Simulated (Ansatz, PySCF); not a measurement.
CH3Br2Sb, SMILES [Sb]([CH3])([Br])[Br]. Atoms are numbered in the order given.

```xyz
7

Sb     0.4593    -0.7422     0.0000
Br    -0.1342     0.7716     1.9392
Br    -0.1342     0.7716    -1.9392
C     -1.4541    -1.7402     0.0000
H     -1.5293    -2.3659     0.9013
H     -2.2496    -0.9836     0.0000
H     -1.5293    -2.3659    -0.9013
```

Geometry optimised at PBE0-D3(BJ)/def2-SVP. The structure was generated by enumeration; whether it is a known compound was not checked. The def2 effective core potentials stand for the cores of Sb; spin–orbit coupling is left out.

Vertical ionisation energy (IE) and electron affinity (EA) in eV. Rows of orbital energies are one-electron estimates. Where ΔSCF, EOM or ADC give a negative EA the extra electron is unbound and the value depends on the basis.

```tsv
level	IE	EA
−ε(HOMO), −ε(LUMO), M06-2X/def2-TZVP (PySCF)	8.62	1.08
−ε(HOMO), −ε(LUMO), PBE/def2-TZVP (PySCF)	6.44	2.71
ΔSCF, PBE0/def2-SVPD (Ansatz), final states of multiplicity 2 and 2	9.38	0.54
ΔSCF, PBE/def2-SVPD (Ansatz), final states of multiplicity 2 and 2	9.06	0.52
```

**Question.** What vertical singlet–triplet gap does ΔSCF give with PBE0/def2-SVPD (Ansatz, a first-principles code) and with PBE/def2-SVPD (Ansatz)? (The exact figures need the calculation; the answer reports its results.)

**Answer.** 3.66 and 3.48 eV (triplet above singlet where positive).
